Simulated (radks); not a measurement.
Values are calculated unless marked as measured or tabulated.
Species: Cs+. Configuration: [Xe]. Level of theory: Dirac Kohn-Sham, BLYP, spin-unpolarised, spherical densities, point nucleus; speed of light set to 685.18 atomic units (5 times the physical value, a model run) (a radial shooting solver on a logarithmic mesh with Libxc functionals).

Unscreened Slater integrals over Kohn-Sham orbitals (eV). Large and small components are both included.

F0(5p3/2,5p3/2): 11.710
F2(5p3/2,5p3/2): 6.2737
F0(5p3/2,5p1/2): 11.720
G2(5p3/2,5p1/2): 6.2791
F0(5p3/2,5s1/2): 12.517
G1(5p3/2,5s1/2): 8.4370
F0(5p3/2,4d5/2): 14.767
F2(5p3/2,4d5/2): 3.9730
G1(5p3/2,4d5/2): 1.1216
G3(5p3/2,4d5/2): 1.0779
F0(5p1/2,5p1/2): 11.730
F0(5p1/2,5s1/2): 12.530
G1(5p1/2,5s1/2): 8.4543
F0(5p1/2,4d5/2): 14.790
G3(5p1/2,4d5/2): 1.0831
F0(5s1/2,5s1/2): 13.553
F0(5s1/2,4d5/2): 16.718
G2(5s1/2,4d5/2): 1.6883
F0(4d5/2,4d5/2): 29.483
F2(4d5/2,4d5/2): 14.994
F4(4d5/2,4d5/2): 9.9963
